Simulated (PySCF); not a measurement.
Simulated absorption spectrum

Species: C3H8N2OSi2.
SMILES with atom numbers: `[H]/[N:8]=[CH:7]\[CH2:6][O:5][Si@H:3]([C:2]#[N:1])[SiH3:4]` (hydrogens: H9 on Si3; H10, H11, H12 on Si4; H13, H14 on C6; H15 on C7; H16 on N8)

Computed, not measured: TDDFT B3LYP/def2-SVPD, vertical, gas phase, core orbitals frozen in the response (PySCF). Geometry: GFN2-xTB, one conformer, isolated molecule. Torsions of this conformer, `[H]/[N:8]=[CH:7]\[CH2:6][O:5][Si@H:3]([C:2]#[N:1])[SiH3:4]`: C2–Si3–O5–C6 -53°, Si3–O5–C6–C7 -178°, O5–C6–C7–N8 1°.

Each state is given a Gaussian of 0.25 eV full width at half maximum, with ε(max) = 2.175×10⁸ f / Δν̃ (Δν̃ the width in cm⁻¹). The width is an assumption, not a result. The curve ends short of the highest state used, and states not computed would add to its high-energy end.

λ (nm), ε (L mol⁻¹ cm⁻¹) and a bar:
```
    196.5       1004 ###############
    198.1       1132 #################
    199.8       1477 ######################
    201.4       1866 ###########################
    203.0       2057 ##############################
    204.6       1894 ############################
    206.3       1414 #####################
    207.9        890 #############
    209.5        470 #######
    211.1        211 ###
    212.7         81 #
    214.4         25 
    216.0          7 
    217.6          2 
    219.2          2 
    220.9          8 
    222.5         22 
    224.1         56 #
    225.7        124 ##
    227.3        236 ###
    229.0        404 ######
    230.6        586 #########
    232.2        749 ###########
    233.8        849 ############
    235.5        855 ############
    237.1        768 ###########
    238.7        620 #########
    240.3        453 #######
    241.9        299 ####
    243.6        174 ###
    245.2         95 #
    246.8         48 #
    248.4         22 
    250.0          9 
    251.7          3 
    253.3          1
```

(1) Locate the maxima and give the states behind the curve.

(2) Does any computed singlet lie in the visible range?

(3) Coming from long wavelengths, where does ε first pass 100 L mol⁻¹ cm⁻¹?

(4) On this curve, what absorbance would a 10⁻⁵ mol/L sample give at 222 nm over a 1 cm path?

## Answers

(1) 235 nm (5.28 eV), ε about 870, made up of S1 (63%) and S2 (37%); 203 nm (6.11 eV), ε about 2100, made up of S4 (98%) (ε in L mol⁻¹ cm⁻¹; maxima over ε = 5, shares over 10%). The states used: S1 5.27 eV (f 0.0051); S2 5.30 eV (f 0.0030); S3 5.98 eV (f 0.0001); S4 6.10 eV (f 0.019); S5 6.36 eV (f 0.0026); S6 6.39 eV (f 0.0057); S7 6.86 eV (f 0.0098); S8 6.91 eV (f 0.026).

(2) No computed singlet lies in the visible range (380 to 750 nm); the lowest, at 235 nm, stands 2.01 eV above its violet end (3.26 eV).

(3) At about 245 nm (5.06 eV), 0.21 eV below S1.

(4) 222 nm is 5.585 eV, where ε is about 16 L mol⁻¹ cm⁻¹, so A = ε c l ≈ 0.00016 (Beer–Lambert, with the gas-phase spectrum and the assumed width).
